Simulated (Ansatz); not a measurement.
Stepwise reaction of `[F][Ti]([F])([SH])[SH]` with hydrogen fluoride, as a gas-phase model of exchange steps in deposition or etching. ΔE in kJ/mol; ΔG adds harmonic PBE0-D4 terms to CCSD(T)/CBS, at 1 bar.

Gas-phase electronic energies from Ansatz, PBE0-D4/def2-TZVP geometries. CBS: MP2 limit from def2 TZ/QZ plus the TZ coupled-cluster correction, frozen cores. This one scheme is used for every species. DFT in def2-TZVPP. B3LYP here is the variant with VWN-RPA as its local correlation; programs differ in this. For Ti outer-core shells are correlated without core-valence functions, which leaves a few kJ/mol of doubt a bond. Scalar relativity is left out up to krypton. One conformer a species, not always the lowest.

```tsv
step	reaction	PBE-D4	B3LYP-D4	ωB97M-V	CCSD(T)/CBS	ΔG(600 K)
1	`[F][Ti]([F])([SH])[SH]` + H–F → `[F][Ti]([F])([F])[SH]` + H₂S	-72.2	-76.4	-81.1	-63.1	-75.7
2	`[F][Ti]([F])([F])[SH]` + H–F → `[F][Ti]([F])([F])[F]` + H₂S	-76.3	-80.6	-85.5	-70.7	-61.3
```

(1) By hand: ΔE of the 2 steps together at CCSD(T)/CBS.

Results:

(1) (-63.1) + (-70.7) = -133.8 kJ/mol, or -66.9 kJ/mol a step.

In ΔE each step is lower than the one before. All are downhill at CCSD(T)/CBS. ΔG lies between -75.7 and -61.3 kJ/mol a step. PBE-D4 differs from CCSD(T)/CBS by -9.1 to -5.6 kJ/mol a step. Isolated molecules leave out the surface, adducts and barriers. Largest T1 diagnostic: 0.026.
